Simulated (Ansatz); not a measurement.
Start from `[SiH3]CSCS` and change one atom or group to get `O[SiH2]SC[SiH3]`.

Ansatz, PBE0-D4/def2-TZVP geometries, multiplicity 1. Each molecule was computed in one conformer, which needn't be the lowest.

```tsv
property	`[SiH3]CSCS`
HOMO–LUMO gap (PBE/def2-TZVPP) / eV	4.51
LUMO energy (PBE/def2-TZVPP) / eV	-0.80
HOMO–LUMO gap (B3LYP/def2-TZVPP) / eV	6.18
HOMO energy (PBE/def2-TZVPP) / eV	-5.31
size of the dipole moment (B3LYP/def2-TZVPP) / D	1.75
HOMO–LUMO gap (ωB97M-V/def2-TZVPP) / eV	10.53
```

Question: What does the change do to each property? (Estimate.)

Answer: Ansatz gave: 
| property | `O[SiH2]SC[SiH3]` | shift |
| --- | --- | --- |
| HOMO–LUMO gap (PBE/def2-TZVPP) / eV | 4.53 | 0.02 |
| LUMO energy (PBE/def2-TZVPP) / eV | -1.26 | -0.46 |
| HOMO–LUMO gap (B3LYP/def2-TZVPP) / eV | 6.16 | -0.02 |
| HOMO energy (PBE/def2-TZVPP) / eV | -5.79 | -0.48 |
| size of the dipole moment (B3LYP/def2-TZVPP) / D | 2.03 | 0.28 |
| HOMO–LUMO gap (ωB97M-V/def2-TZVPP) / eV | 10.52 | -0.01 |

With PBE0 the HOMO falls by 0.46 eV and the LUMO falls by 0.53 eV, so the gap narrows by about 0.07 eV. PBE moves the HOMO by -0.48 eV and ωB97M-V by -0.42 eV. Dipoles are sizes alone; their direction can turn.

B3LYP here is the variant with VWN-RPA as its local correlation; programs differ in this.
